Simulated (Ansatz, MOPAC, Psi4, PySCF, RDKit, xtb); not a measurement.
Noncovalent pair: CH4O (SMILES CO) (first 6 atoms) with CH2F2 (SMILES FCF); geometry from B3LYP-D3(BJ)/def2-TZVP, rigid monomers moved along the line of their centres of mass till O2···H11 is 4.10 Å.
(charge 0, multiplicity 1):
```xyz
11

C      0.3873    -0.5809     0.4249
O      0.2626     0.7548     0.9094
H     -0.2698    -0.7641    -0.4311
H      0.0922    -1.2381     1.2403
H      1.4182    -0.8170     0.1429
H      0.5396     1.3643     0.2184
F      0.1004    -1.2348     5.6862
C      0.3613     0.0837     5.9484
F      1.5020     0.1496     6.6957
H     -0.4637     0.4825     6.5411
H      0.5195     0.5979     5.0017
```

| level | interaction energy (meV) |
|---|---|
| MMFF94 | -39.7 |
| UFF | -7.8 |
| GFN-FF | -34.3 |
| AM1 | -21.4 |
| PM3 | -19.0 |
| PM6 | -27.5 |
| PM7 | -38.6 |
| GFN1-xTB | -31.9 |
| GFN2-xTB | -45.1 |
| HF/STO-3G (no counterpoise) | -15.3 |
| HF/3-21G (no counterpoise) | -41.6 |
| HF/6-31G* | -33.8 |
| HF/6-31G* (no counterpoise) | -35.1 |
| HF/aug-cc-pVDZ | -34.4 |
| PBE/def2-TZVPPD | -28.2 |
| PBE-D3(BJ)/def2-TZVPPD | -33.3 |
| PBE-D4/def2-TZVPPD | -33.1 |
| BP86/6-31G* (no counterpoise) | -22.1 |
| r2SCAN/def2-TZVPPD | -27.7 |
| r2SCAN-D3(BJ)/def2-TZVPPD | -31.8 |
| r2SCAN-D4/def2-TZVPPD | -31.7 |
| B3LYP/3-21G (no counterpoise) | -27.5 |
| B3LYP/6-31G* | -23.9 |
| B3LYP/6-31G* (no counterpoise) | -25.6 |
| B3LYP/6-311+G** (no counterpoise) | -35.1 |
| B3LYP/def2-TZVPPD | -26.7 |
| B3LYP-D4/def2-TZVPPD | -32.5 |
| PBE0/def2-TZVPPD | -29.8 |
| PBE0-D3(BJ)/def2-TZVPPD | -35.2 |
| PBE0-D4/def2-TZVPPD | -34.9 |
| M06-2X/6-31G* (no counterpoise) | -30.8 |
| wB97X-V/def2-TZVPPD | -34.7 |
| wB97M-V/def2-TZVPPD | -34.7 |
| MP2/6-31G* | -30.9 |
| MP2/6-31G* (no counterpoise) | -32.6 |
| MP2/aug-cc-pVDZ | -34.5 |
| SCS-MP2/aug-cc-pVDZ | -33.3 |
| CCSD/aug-cc-pVDZ | -34.2 |
| CCSD(T)/aug-cc-pVDZ | -34.2 |
| SAPT0/jun-cc-pV(D+d)Z | -43.2 |

The rows run from -45.1 (GFN2-xTB) to -7.8 meV (UFF). In aug-cc-pVDZ the value moves HF -34.4, MP2 -34.5, CCSD -34.2, CCSD(T) -34.2, a shift of 0.2 from HF to CCSD(T). The dispersion term adds -5.1 in PBE-D3(BJ), -4.9 in PBE-D4, -4.2 in r2SCAN-D3(BJ). The 6 functionals in def2-TZVPPD without D3 or D4 span 8.0, from wB97X-V to B3LYP.

Counterpoise-corrected where a basis set is named; no monomer relaxation. Rows marked so take none. RDKit's UFF carries no charges.

Cores are frozen in the correlated methods. Rows in 3-21G, 6-311+G**, 6-31G*, STO-3G carry no dispersion term and start afresh at each structure (6-31G* with six Cartesian d functions). MP2/6-31G* freezes PySCF's default core. The state that AM1, PM3, PM6, PM7 reach isn't checked; PM7 holds dispersion and hydrogen-bond terms.

The values were computed with Ansatz (an electronic-structure program); MOPAC for AM1, PM3, PM6, PM7 (differences of heats of formation); Psi4 for SAPT; PySCF for 3-21G rows, 6-311+G** rows, 6-31G* rows, STO-3G rows, the dispersion terms; RDKit for the force fields; xtb for the GFN methods. Values without a source in brackets are computed.
